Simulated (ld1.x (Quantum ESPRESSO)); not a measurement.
# Configuration tests for gallium (Ga) (TM)

* Element: gallium
* Generator: ld1.x (Quantum ESPRESSO) 7.5
* Type: norm-conserving Troullier–Martins (Kleinman–Bylander form)
* Functional: PBE
* Relativity: non-relativistic
* Frozen core: [Ar] 3d10
* Valence charge: 3
* Reference configuration: 4s2 4p1
* Partial waves: 4p (bound): rc 2.50 bohr; 4d channel at 0.05 Ry: rc 2.30 bohr; 4s (bound): rc 1.35 bohr
* Local potential: the s channel
* Core correction: none

Energies are relative to the spin-unpolarised reference configuration 4s2 4p1; without spin polarisation the order of configurations can differ from experiment. The frozen-core shift is the all-electron ΔE with the core orbitals held at their reference shape minus the fully relaxed ΔE.

```
valence configuration  charge  ΔE all-electron (eV)  error AE − PS (meV)  frozen-core shift (meV)
              4s2 4p0      +1                 5.722                  +10                      +11
              4s1 4p0      +2                26.484                  +62                     +182
            4s2 4p0.5    +0.5                 2.049                 +1.6                     +1.6
            4s2 4p1.3    -0.3                -0.544                 +0.4                     +0.1
              4s1 4p2       0                 6.246                  +18                      +16
              4s0 4p3       0                12.760                 +108                      +62
              4s1 4p1      +1                12.767                 +3.7                      +49
```

Levels in the configuration 4s1 4p0:

```csv
level,all-electron (eV),pseudo (eV)
4s,-25.625,-25.441
```

Note: ghost states, extra bound levels that the all-electron valence spectrum of the same l lacks: p at -179.0 eV, d at -97.4 eV. A true bound ghost makes a file unfit for plane-wave use.
